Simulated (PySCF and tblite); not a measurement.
C₇H₆O₃, numbered as in [O:1]=[C:2]([OH:3])[C@:4]12[CH:5]=[CH:6][C@H:7]([CH:8]=[CH:9]1)[O:10]2. Conformers came from 90 starts (ETKDG and KDG, MMFF94s, GFN2-xTB); geometries are GFN2-xTB. Weights use PBE0-D3(BJ)/def2-SVP (IEF-PCM, acetonitrile) energies plus GFN2-xTB zero-point and thermal terms (modes under about 100 cm⁻¹ blended into free rotors). Symmetry numbers and mirror images are counted. Conformers within 3 kcal/mol (GFN2-xTB free energy) were kept, 7 at most. GIAO shieldings: KT2/pcSseg-1 (IEF-PCM, acetonitrile). Couplings: B3LYP/6-31G* with pcJ-1 on H (gas phase; spin-dipole term only for pairs with B, N, F, Si or P). H–H couplings come out 0.1 to 0.9 Hz lower than with pcJ-1 on all atoms. Shifts are against TMS (¹H), TMS (¹³C) at the same level. (PySCF 2.14, tblite 0.8.)

Torsions listed: O1–C2–O3–H3, O3–C2–C4–O10. The 5-ring runs over atoms 4–5–6–7–10. The 5-ring runs over atoms 4–9–8–7–10.

Two conformers hold nearly all the population. I: 5-ring envelope (ring torsions 0, -34, 54, -54, 34°); 5-ring envelope (ring torsions 0, 34, -54, 54, -34°); 0°, 1°; δ(C2) = 168.34 ppm. II: 5-ring envelope (ring torsions 0, -34, 54, -54, 34°); 5-ring envelope (ring torsions 0, 34, -54, 54, -34°); 0°, 180°; δ(C2) = 167.26 ppm. The average over the ensemble at 298.15 K is 167.83 ppm.

Question: What populations and free-energy difference follow from a two-state model?

Answer: p(I) = (167.83 − 167.26)/(168.34 − 167.26) = 0.53, so K = p(II)/p(I) = 0.89 and G(II) − G(I) = −RT ln K = 0.07 kcal/mol. The weights computed directly are 53.6 % and 46.4 %.


Conformer gaps in def2-SVP on xTB geometries can be 2 kcal/mol too large for S=O, P=O and other polar bonds.